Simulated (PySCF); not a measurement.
F2HNbO2, SMILES [F][Nb]([OH])(=[O])[F], multiplicity 1. Geometry optimised at B3LYP-D3(BJ)/def2-SVP. The spin state was assumed, not searched. The structure was generated by enumeration; whether it is a known compound was not checked. The def2 effective core potentials stand for the cores of Nb; spin–orbit coupling is left out. Other conformers were not sampled.

**Question.** Give the equilibrium geometry at B3LYP-D3(BJ)/def2-SVP (PySCF confirms it by a frequency run) as bond lengths and angles, and its point group. (An estimate is asked for; the answer gives what the named calculation found.)

**Answer.** Several could match; the one computed here: point group Cs.
Atoms: Nb1 O2 F3 F4 O5 H6. Bond lengths (Å): Nb1–O2 1.698, Nb1–F3 1.876, Nb1–F4 1.876, Nb1–O5 1.884, O5–H6 0.966. Bond angles (°): O2–Nb1–F3 108.4, O2–Nb1–F4 108.4, O2–Nb1–O5 108.0, F3–Nb1–F4 111.6, F3–Nb1–O5 110.2, F4–Nb1–O5 110.2, Nb1–O5–H6 133.9.
Charge 0, spin multiplicity 1.
